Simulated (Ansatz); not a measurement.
Wavefunction ladder for C₂H₈AlBSi (`[AlH2][SiH]1CBC1`)

```xyz
13

Al   -1.590    1.894    0.374
Si    0.416    0.635   -0.223
C     0.198   -0.969   -1.317
B     0.104   -1.483    0.137
C     1.090   -0.700    1.031
H    -1.709    3.453    0.088
H    -2.801    1.127    1.055
H     1.559    1.429   -0.752
H    -0.616   -1.127   -2.018
H     1.169   -0.985   -1.818
H    -0.921   -1.926    0.576
H     2.149   -0.693    0.760
H     0.953   -0.654    2.106
```

Charge 0, multiplicity 1. The geometry is a stationary point of PBE0-D4/def2-TZVP. Frozen core, restricted reference, Ansatz. CBS rows extrapolate triple and quadruple zeta; past MP2 they add the triple-zeta difference.

| basis | HF (Eh) | MP2 corr. | CCSD corr. | (T) | CCSD(T) total |
| --- | --- | --- | --- | --- | --- |
| def2-SVP | -635.64504 | -0.52732 | ? | -0.02042 | ? |
| def2-TZVPP | -635.94407 | -0.64741 | -0.70650 | ? | ? |
| def2-QZVPP | ? | ? | – | – | – |
| CBS(def2) | -635.96744 | -0.72070 | -0.77979 | as TZ | -636.77776 |

Task: Fill in the withheld values. (Estimate.)

Result: The calculation gave: def2-SVP CCSD corr.: -0.59243; def2-SVP CCSD(T) total: -636.25789; def2-TZVPP (T): -0.03053; def2-TZVPP CCSD(T) total: -636.68110; def2-QZVPP HF (Eh): -635.96461; def2-QZVPP MP2 corr.: -0.68952.
